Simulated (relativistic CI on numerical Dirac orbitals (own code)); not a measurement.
Hyperfine structure of Mo+, mass number 95

Calculated at this level of theory: Dirac-Coulomb-Breit CI, separate exchange-only KLI orbitals for each configuration, a model potential for QED, valence Slater integrals scaled by 0.85, P86 correlation energy added to each configuration (own radial code, finite nucleus).

Configuration list (outside the closed core [Kr]): 4d⁵, 4d⁴5s, 4d⁴5p, 4d³5s², 4d⁴4f, 4d³5s5p, 4d⁴6s, 4d⁴5d, 4d⁴6p, 4d⁴6d, 4d⁴5f, 4d⁴5g, 4d³5s6s, 4d³5p². Levels of other configurations are missing.

Nuclear spin I = 5/2, μ = -0.9132 μN, Q = -0.022 b (tables of Stone and Pyykkö). The electronic factors are computed for point nuclear moments, without core polarisation; leaving it out makes A of s and p electrons in near-neutral atoms 20 to 40 % too small, and it can dominate for d and f shells.

```
      Level  E (cm⁻¹)  A (MHz)  B (MHz)
4d⁴5s ⁶D1/2   13868.0    -1165         
4d⁴5s ⁶D3/2   14093.3   -487.8    -5.73
4d⁴5s ⁶D5/2   14443.8   -397.2    -4.21
4d⁴5s ⁶D7/2   14893.9   -375.8     1.89
4d⁴5s ⁶D9/2   15424.1   -375.5       12
  4d⁵ ⁴G5/2   16631.3   -125.4   -0.343
  4d⁵ ⁴G7/2   16727.9   -108.2   -0.603
  4d⁵ ⁴G9/2   16805.5   -107.6   -0.421
```

Levels with J = 0, under 50 % of one LS term, or S terms without an open s electron are left out. Small factors come from cancelling terms and can be off by tens of per cent or more.

Correlation outside the listed configurations is missing or only estimated: errors of thousands of cm⁻¹ between configurations and terms are usual at this charge. Rates and lifetimes follow the computed energies and can be off by large factors. The fine structure of a lone outer electron comes out too small, for d and f at times inverted, and misplaced configurations move strength between like terms. 22 of the 26 excited levels that our extract of the measured tables holds in this range could be paired (the sources list more); they are missed by 1037 cm⁻¹ on average and 2266 at most, and levels without a partner can miss by more. Some levels of the ground configuration have no partner and can miss by 10 % or more.

Problem. Give the hyperfine levels of 4d⁴5s ⁶D1/2 relative to its centre of gravity.

Solution. With K = F(F + 1) − I(I + 1) − J(J + 1), E = AK/2: F = 2: 2040, F = 3: -1457 MHz.

LS names give the leading component of a level, which can be under half, so a name can repeat, a term be missing and a line seem to break the LS rules.
